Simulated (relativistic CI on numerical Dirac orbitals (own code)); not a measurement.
# Cu³⁺: 3p photoemission

Computed with this model: Dirac-Coulomb-Breit CI, orbitals from a KLI potential per configuration, model QED (radiative potential, 1s self-energy scaled to tabulated hydrogen-like ionisation energies), valence Slater integrals scaled by 0.8, multiplet model of photoemission in the sudden approximation; configurations [Ar] 3d8 → [Ne] 3s2 3p5 3d8; 80 K; Lorentzian 0.8 eV and Gaussian 0.6 eV FWHM. Energies are those of the free ion, without screening or charge transfer. The energies are binding energies and can lie tens of eV above those of solids. S is read from ⟨S²⟩ = S(S + 1).

Field parameters in Wybourne normalisation: D4h B²₀ = −7Ds, B⁴₀ = 21(Dq − Dt), B⁴₄ = 21√(5/14) Dq. The field is a parameter set, without covalency.

free ion: ground-state S = 1.00, centroid 133.79 eV. Peaks (eV, height): 126.5 (100), 129.1 (30), 132.2 (76), 136.4 (68), 139.9 (18), 143.4 (24), 145.6 (45).

D4h, 10Dq = 21400, Ds = -1500, Dt = -110 cm⁻¹: ground-state S = 1.00, centroid 133.80 eV. Peaks (eV, height): 127.9 (100), 128.8 (79), 135.0 (44), 140.1 (13), 141.9 (19), 143.2 (27), 146.6 (14), 148.5 (10).

Strongest unbroadened transitions for free ion:

| Energy (eV) | Relative strength |
| --- | --- |
| 126.49 | 100.0 |
| 127.31 | 18.3 |
| 127.85 | 7.9 |
| 129.08 | 14.2 |
| 129.32 | 10.6 |
| 130.96 | 6.4 |
| 132.12 | 66.9 |
| 132.69 | 12.2 |
| 133.33 | 32.5 |
| 133.49 | 5.1 |
| 136.18 | 13.5 |
| 136.41 | 56.4 |
| 138.91 | 3.7 |
| 139.72 | 8.9 |
| 140.19 | 10.1 |
| 143.37 | 22.3 |
| 145.64 | 46.9 |
| 147.24 | 6.8 |
